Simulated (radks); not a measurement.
Task: The mean radii <r> (bohr) of the occupied orbitals of an atom or ion are listed with their occupations. All-electron calculation, scalar-relativistic Kohn-Sham, PBE, spin-polarised, spherical densities, finite nucleus; Fermi nuclear charge, rms radius of each element as measured or else 0.836 A^(1/3) + 0.57 fm. Program: a radial shooting solver on a logarithmic mesh with Libxc functionals.

| orbital | occ. | <r> |
|---|---|---|
| 1s up | 1 | 0.02274 |
| 1s down | 1 | 0.02274 |
| 2s up | 1 | 0.09701 |
| 2s down | 1 | 0.09701 |
| 2p up | 3 | 0.08547 |
| 2p down | 3 | 0.08547 |
| 3s up | 1 | 0.2550 |
| 3s down | 1 | 0.2548 |
| 3p up | 3 | 0.2534 |
| 3p down | 3 | 0.2532 |
| 3d up | 5 | 0.2311 |
| 3d down | 5 | 0.2308 |
| 4s up | 1 | 0.5785 |
| 4s down | 1 | 0.5784 |
| 4p up | 3 | 0.6119 |
| 4p down | 3 | 0.6118 |
| 4d up | 5 | 0.6664 |
| 4d down | 5 | 0.6669 |
| 5p up | 3 | 1.504 |
| 5p down | 3 | 1.524 |
| 4f up | 5 | 0.8541 |
| 6p up | 2 | 3.385 |

Name the element and its charge. Open shells, if any, are filled with parallel spins first.

Result: Z = 62, samarium, charge +3: Sm3+ in [Kr] 4d10 4f5 5p6 6p2. The 1s radius gives Z: for a bare nucleus <r> = (2 gamma + 1)/(2Z) with gamma = sqrt(1 - (Z/c)^2), 0.02245 bohr for Z = 62, and screening makes it slightly larger (0.02274 here). The occupations add up to 59, and the charge is Z minus that.
